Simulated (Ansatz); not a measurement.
SiHMe2(NiPr2) (C8H21NSi). Total charge 0; singlet. Geometry r2SCAN-D4/def2-SVP; atoms count from 1.

```xyz
31

Si   -0.529    1.011    1.203
H    -0.521    2.432    0.731
C    -2.283    0.547    1.710
H    -2.986    0.693    0.874
H    -2.629    1.160    2.559
H    -2.347   -0.510    2.020
C     0.595    0.863    2.708
H     1.621    1.186    2.466
H     0.648   -0.177    3.072
H     0.228    1.485    3.541
N     0.038    0.021   -0.119
C     0.127   -1.426    0.102
C    -0.820   -2.222   -0.805
C     1.566   -1.949    0.022
C     0.435    0.530   -1.437
C    -0.732    1.191   -2.178
C     1.651    1.459   -1.358
H    -0.214   -1.601    1.142
H    -0.542   -2.116   -1.867
H    -0.789   -3.297   -0.563
H    -1.856   -1.867   -0.687
H     1.982   -1.826   -0.992
H     2.215   -1.402    0.724
H     1.612   -3.023    0.268
H     0.740   -0.347   -2.037
H    -1.078    2.089   -1.640
H    -1.582    0.496   -2.262
H    -0.436    1.504   -3.194
H     1.982    1.772   -2.362
H     1.412    2.370   -0.784
H     2.492    0.954   -0.857
```

Estimate the Mulliken populations of the heavy atoms from the PBE0/def2-TZVP orbitals of Ansatz.


```csv
atom,charge (e)
Si1,0.22
C3,-0.47
C7,-0.47
N11,-0.11
C12,-0.07
C13,-0.35
C14,-0.35
C15,-0.05
C16,-0.35
C17,-0.35
```
Mulliken values depend strongly on the basis.

And the Mayer bond orders between heavy atoms (over 0.3)?

Si1–C3 0.99 (1.88 Å); Si1–C7 0.99 (1.88 Å); Si1–N11 1.10 (1.75 Å); N11–C12 0.94 (1.47 Å); N11–C15 0.89 (1.47 Å); C12–C13 1.00 (1.53 Å); C12–C14 1.00 (1.53 Å); C15–C16 1.00 (1.53 Å); C15–C17 1.00 (1.53 Å).
